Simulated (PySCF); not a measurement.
HLiO, charge +1, doublet, geometry from GFN2-xTB (such geometries of metal compounds can be far from the true shape) (a state made from the parent by changing its charge; the spin is typed, not shown lowest); PBE/def2-SVP (PySCF).

PySCF was given this input:
```python
from pyscf import gto, scf, dft

mol = gto.Mole()
mol.atom = '''
    Li   -0.000000   -0.000000   -1.424943
    O     0.000000    0.000000    0.366629
    H     0.000000    0.000000    1.341793
'''
mol.basis = 'def2-svp'
mol.charge = 1
mol.spin = 1
mol.verbose = 4
mol.build()

mf = dft.UKS(mol)
mf.xc = 'pbe'
mf.grids.atom_grid = (99, 590)
mf.grids.prune = None
mf.kernel()
```

It wrote (shortened):

```
PySCF version 2.14.0

[INPUT] verbose = 4
[INPUT] num. atoms = 3
[INPUT] num. electrons = 11
[INPUT] charge = 1
[INPUT] spin (= nelec alpha-beta = 2S) = 1
[INPUT] symmetry False subgroup None
[INPUT] Mole.unit = angstrom
[INPUT] Symbol           X                Y                Z      unit          X                Y                Z       unit  Magmom
[INPUT]  1 Li     0.000000000000   0.000000000000  -1.424943000000 AA    0.000000000000   0.000000000000  -2.692752013116 Bohr   0.0
[INPUT]  2 O      0.000000000000   0.000000000000   0.366629000000 AA    0.000000000000   0.000000000000   0.692828399323 Bohr   0.0
[INPUT]  3 H      0.000000000000   0.000000000000   1.341793000000 AA    0.000000000000   0.000000000000   2.535621285859 Bohr   0.0

nuclear repulsion = 12.0039167694723
number of shells = 14
number of NR pGTOs = 47
number of NR cGTOs = 28
basis = def2-svp
ecp = {}

******** <class 'pyscf.dft.uks.UKS'> ********
method = UKS
initial guess = minao
damping factor = 0
level_shift factor = 0
DIIS = <class 'pyscf.scf.diis.CDIIS'>
diis_start_cycle = 1
diis_space = 8
diis_damp = 0
SCF conv_tol = 1e-09
SCF conv_tol_grad = None
SCF max_cycles = 50
direct_scf = True
direct_scf_tol = 1e-13
number electrons alpha = 6  beta = 5
XC library pyscf.dft.libxc version 7.1.2
    S. Lehtola, C. Steigemann, M. J. T. Oliveira, and M. A. L. Marques,  SoftwareX 7, 1–5 (2018)
XC functionals = pbe
    J. P. Perdew, K. Burke, and M. Ernzerhof,  Phys. Rev. Lett. 77, 3865 (1996)
    J. P. Perdew, K. Burke, and M. Ernzerhof,  Phys. Rev. Lett. 78, 1396 (1997)
    J. P. Perdew, K. Burke, and M. Ernzerhof,  Phys. Rev. Lett. 77, 3865 (1996)
    J. P. Perdew, K. Burke, and M. Ernzerhof,  Phys. Rev. Lett. 78, 1396 (1997)
radial grids:
    Treutler-Ahlrichs [JCP 102, 346 (1995); DOI:10.1063/1.469408] (M4) radial grids

becke partition: Becke, JCP 88, 2547 (1988); DOI:10.1063/1.454033
pruning grids: None
grids dens level: 3
symmetrized grids: False
atomic radii adjust function: <function treutler_atomic_radii_adjust>
User specified grid scheme (99, 590)
small_rho_cutoff = 0
Set gradient conv threshold to 3.16228e-05
tot grids = 175232
init E= -83.0558186514109

cycle= 1 E= -82.8599198598436  delta_E= 0.196  |g|= 0.225  |ddm|= 1.05
cycle= 2 E= -82.8458807807584  delta_E= 0.014  |g|= 0.296  |ddm|= 0.332
cycle= 3 E= -82.8800524613921  delta_E= -0.0342  |g|= 0.0221  |ddm|= 0.201
cycle= 4 E= -82.8802463680099  delta_E= -0.000194  |g|= 0.00395  |ddm|= 0.016
cycle= 5 E= -82.8802534299514  delta_E= -7.06e-06  |g|= 0.000371  |ddm|= 0.00338
cycle= 6 E= -82.8802535767977  delta_E= -1.47e-07  |g|= 5e-05  |ddm|= 0.000607
cycle= 7 E= -82.8802535796307  delta_E= -2.83e-09  |g|= 5.75e-06  |ddm|= 9.31e-05
cycle= 8 E= -82.8802535796588  delta_E= -2.81e-11  |g|= 7.97e-07  |ddm|= 8.87e-06
Extra cycle  E= -82.8802535796593  delta_E= -5.26e-13  |g|= 2.21e-07  |ddm|= 1.33e-06
converged SCF energy = -82.8802535796593  <S^2> = 0.75179047  2S+1 = 2.0017897
```
